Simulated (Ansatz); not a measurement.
Z-matrix (Å, degrees):
```
Si
C 1 1.866
N 1 1.716 2 119.6
N 1 1.719 2 105.5 3 115.4
N 1 1.719 2 104.0 3 -114.7
C 2 1.331 1 124.3 3 -94.9
H 2 1.090 1 118.2 3 83.3
H 3 1.007 1 118.9 2 -73.2
H 3 1.007 1 119.5 2 69.4
H 4 1.007 1 119.2 2 -170.7
H 4 1.007 1 120.2 2 45.8
H 5 1.007 1 120.3 2 -179.9
H 5 1.007 1 119.9 2 -35.4
H 6 1.087 2 122.5 1 178.6
H 6 1.087 2 121.3 1 -0.9
```

Total charge 0; spin multiplicity 1.

Question: List the r2SCAN/def2-TZVPP orbital energies in eV (the Gaussian-basis code of Ansatz). (Best estimate.)

Answer: Computed: Occupied: -1790.76, -384.26, -384.25, -384.24, -272.91, -272.42, -141.05, -95.93, -95.91, -95.90, -22.26, -21.49, -21.36, -19.48, -14.62, -12.94, -12.33, -12.28, -11.84, -11.11, -10.16, -9.70, -9.64, -7.77, -6.98, -6.65, -5.94, -5.68. Lowest empty: -0.92, 0.93, 1.74, 2.11, 2.32, 2.82, 2.99, 3.17.
